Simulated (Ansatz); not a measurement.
System: CH₃S, charge 1, singlet. CH3S+ (SMILES C=[SH+]).
B3LYP-D3(BJ)/def2-TZVP minimum from Ansatz (a quantum-chemistry and plane-wave program):
```
C
H 1 1.0849
H 1 1.0866 2 119.09
S 1 1.6164 2 123.40 3 -180.00
H 4 1.3569 1 98.82 2 0.00
```
Charge +1, spin multiplicity 1.

Hartree-Fock and CCSD correlation energies in hartree (Ansatz). UHF or UKS for unpaired electrons; spin-orbit terms are left out. Correlated methods leave the cores frozen. No relativity.

```
basis        X       E(HF)  E(corr, CCSD)
-----------  -  ----------  -------------
cc-pV(T+d)Z  3  -436.86870       -0.35485
cc-pV(Q+d)Z  4  -436.87503       -0.37393
cc-pV(5+d)Z  5  -436.87638       withheld
```

Problem. Fit E(corr) = E∞ + A/X³ to X = 3 and 4, predict X = 5, and compare with the run.

Solution. A = (-0.35485 - (-0.37393))/(1/27 - 1/64) = 0.8911; E∞ = -0.37393 - A/64 = -0.38785; at X = 5, E∞ + A/125 = -0.38072. The run gave -0.38030, 0.42 mEh above the prediction. The same form on X = 4 and 5 gives E∞ = -0.38698, 0.87 mEh above the first estimate.
